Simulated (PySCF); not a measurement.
H6OSeSi2.

```xyz
10

Se     0.1356     0.2080     0.9075
Si     1.6859     1.0701    -0.5384
H      2.7620     0.0741    -0.8041
H      2.2376     2.2679     0.1622
H      1.0341     1.4620    -1.8212
O     -0.3429    -1.1570    -0.2193
Si    -1.7805    -0.9820    -1.0779
H     -2.9445    -0.8477    -0.1520
H     -1.9066    -2.2242    -1.8902
H     -1.7245     0.2181    -1.9669
```

Geometry: PBE0-D3(BJ)/def2-SVP. This is a generated structure with no PubChem entry under its InChIKey; it may be hypothetical. One conformer was computed; it need not be the lowest.

Level of theory: PBE/pcSseg-1 (PySCF). Non-relativistic, no solvent.

**Question.** Give the absolute GIAO shielding of each atom: isotropic value and principal components (ppm). (Estimate from the structure and the level; the computed values follow.)

**Answer.** 
```tsv
atom	σ(iso)	σ11	σ22	σ33	span
Se1	535.4	-1220.5	274.0	2552.6	3773.1
Si2	388.6	329.1	388.2	448.7	119.7
H3	26.0	22.2	24.3	31.6	9.4
H4	26.3	23.2	23.8	31.9	8.7
H5	26.0	21.8	25.3	30.7	8.9
O6	429.4	339.5	400.2	548.5	209.0
Si7	351.2	290.6	304.5	458.6	168.0
H8	26.3	22.8	24.5	31.6	8.8
H9	26.0	22.4	23.8	31.8	9.4
H10	26.2	22.5	25.5	30.6	8.1
```
